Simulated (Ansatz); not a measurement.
Hg3Te3H12⁻. Charge -1, multiplicity 2. Geometry r2SCAN-D4/def2-SVP, that of the neutral singlet; atoms count from 1.

```xyz
18

Te   -0.683    2.387   -0.830
Hg   -1.768    0.476   -3.754
Te   -0.465   -2.094   -1.499
Hg    0.743    3.345    2.403
Te    1.120   -0.295    2.345
Hg    1.094   -3.812    1.331
H     0.061    3.587   -1.710
H    -2.062    3.311   -0.704
H    -3.296    0.312   -3.133
H    -0.273    0.649   -4.450
H    -1.741   -3.150   -1.669
H     0.381   -2.899   -2.684
H    -0.739    3.210    3.133
H     2.241    3.544    1.718
H     0.504   -0.551    3.869
H     2.671   -0.319    2.949
H     2.595   -3.655    0.642
H    -0.384   -4.044    2.045
```

In the def2 sets Hg, Te take a core potential; there is no spin–orbit coupling. The highest occupied level of the charge -1 doublet lies above zero (up to 1.05 eV). By energy differences its removal costs 0.23 eV (vertical, to the charge 0 singlet, at PBE0-D4/def2-SVP); self-interaction error and the lack of diffuse functions both raise the level. In the doublet geometry the species has come apart into loosely held pieces.

Q: Estimate the Mulliken populations from the PBE0/def2-SVP orbitals of Ansatz.

A: 
```
atom  charge (e)  spin (α − β)  d electrons
 Te1       -0.09          0.18            –
 Hg2        0.12          0.00         9.83
 Te3       -0.09          0.18            –
 Hg4        0.12          0.00         9.83
 Te5       -0.09          0.18            –
 Hg6        0.12          0.00         9.83
  H7       -0.04          0.08            –
  H8       -0.03          0.07            –
  H9       -0.15          0.00            –
 H10       -0.15          0.00            –
 H11       -0.03          0.07            –
 H12       -0.04          0.08            –
 H13       -0.15          0.00            –
 H14       -0.15          0.00            –
 H15       -0.03          0.08            –
 H16       -0.04          0.08            –
 H17       -0.15          0.00            –
 H18       -0.15          0.00            –
```
Mulliken values and Mayer orders depend strongly on the basis.

Q: Where does the spin sit?

A: Summed by element: Te 0.55, Hg -0.01, H 0.47, of 1 unpaired in all. Largest on single atoms: Te5 0.18, Te1 0.18, Te3 0.18.
